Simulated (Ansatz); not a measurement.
Born–Oppenheimer molecular dynamics of Cl4F2Mo (7 atoms, charge 0, multiplicity 1). It starts from a relaxed structure.

Theory: Ansatz, RKS PBE/def2-SVP.

- ensemble: NVT, Langevin thermostat
- time step: 1 fs
- steps asked: 250
- set temperature: 2000 K
- friction: 0.05 /fs
- seed: 95679

First frame:

```xyz
7
Properties=species:S:1:pos:R:3
Mo 0.000 -0.044 -0.044
F 0.000 -0.006 1.820
Cl 2.309 0.013 0.013
F 0.000 1.820 -0.006
Cl -2.309 0.013 0.013
Cl 0.000 -2.341 0.005
Cl 0.000 0.005 -2.341
```

**Question.** What does the run give?

**Answer.** All steps were run.

```yaml
steps_done: 250
time_covered: 250 fs
mean_temperature_over_the_second_half: 2524 K
spread_of_the_potential_energy_over_the_second_half: 56.7 meV per atom
mean_potential_energy_of_the_second_half_above_the_start: 183.0 meV per atom
```

The mean temperature of the second half is 26 % above the set value. A run of 0.25 ps of so small a system gives no equilibrium averages.

**Question.** What happens to the structure?

**Answer.** The same pairs are bonded in the first frame and the last. Pairs count as bonded within 1.25 times the sum of covalent radii (0.12 Å more for H–H). Another seed would give other details.

**Question.** How do temperature and energy run in time?

**Answer.** 
| time (fs) | T (K) | potential energy less start (eV) |
| --- | --- | --- |
| 0 | 1714 | 0.000 |
| 12 | 881 | 0.374 |
| 24 | 1375 | 0.453 |
| 36 | 2256 | 0.512 |
| 48 | 1723 | 0.767 |
| 60 | 1485 | 1.155 |
| 72 | 1771 | 1.407 |
| 84 | 1279 | 1.604 |
| 96 | 2123 | 1.593 |
| 108 | 1525 | 2.441 |
| 120 | 1765 | 2.837 |
| 132 | 2717 | 2.168 |
| 144 | 4422 | 1.535 |
| 156 | 2066 | 1.339 |
| 168 | 2416 | 0.940 |
| 180 | 2275 | 1.001 |
| 192 | 2454 | 1.152 |
| 204 | 3217 | 0.921 |
| 216 | 2627 | 1.071 |
| 228 | 1253 | 1.313 |
| 240 | 1049 | 1.162 |

Time of the run: 7.5 min on 4 threads of Arm Neoverse V2 (shared host), peak memory 0.33 GiB.
